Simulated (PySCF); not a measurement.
Ga2(mu-NH2)2(F)4, H4F4Ga2N2, singlet at its PBE0/def2-SVP optimised geometry (Å):

```
12

Ga     1.4226     0.0002     0.0000
Ga    -1.4226     0.0002     0.0000
N     -0.0002     1.3807     0.0000
H      0.0000     1.9847    -0.8238
H      0.0004     1.9868     0.8222
F      2.2953    -0.0003     1.5190
F      2.2948     0.0029    -1.5193
N      0.0002    -1.3801     0.0008
H     -0.0004    -1.9868    -0.8209
H      0.0000    -1.9838     0.8249
F     -2.2964    -0.0026     1.5183
F     -2.2937     0.0007    -1.5200
```

Level of theory: PBE0/def2-TZVP run with PySCF 2.14.0. Cells within 0.4 Å of a nucleus heavier than hydrogen are left out (blank, or x).

Map of the deformation density (molecule minus spherical neutral atoms) (e/bohr³) on the plane z = 1.2 Å:

```
|44444444444444444444444444444|
|44444444444444444444444444444|
|44444444444444444444444444444|
|44444444444444444444444444444|
|44444444444433333444444444444|
|44444444444332123344444444444|
|44444444443320002334444444444|
|44444444443321012334444444444|
|44444444443322222334444444444|
|44444444433332223333444444444|
|44444444433333233333444444444|
|44445555543333333334555554444|
|44455788643333333334688755444|
|44456978864333333346986965444|
|444579x496433333334694x975444|
|44456968964333333346986965444|
|44455788653333333334688755444|
|44445555543333333334555554444|
|44444444433333233333444444444|
|44444444433332223333444444444|
|44444444443322222334444444444|
|44444444443321012334444444444|
|44444444443320002334444444444|
|44444444444332123344444444444|
|44444444444433333444444444444|
|44444444444444444444444444444|
|44444444444444444444444444444|
|44444444444444444444444444444|
|44444444444444444444444444444|
```
Scale: ten equal steps from -0.022 (start of '0') to 0.025 (end of '9'), in the order '0123456789'; x runs from -4.00 to 4.00, y from -4.00 (bottom) to 4.00 (top).
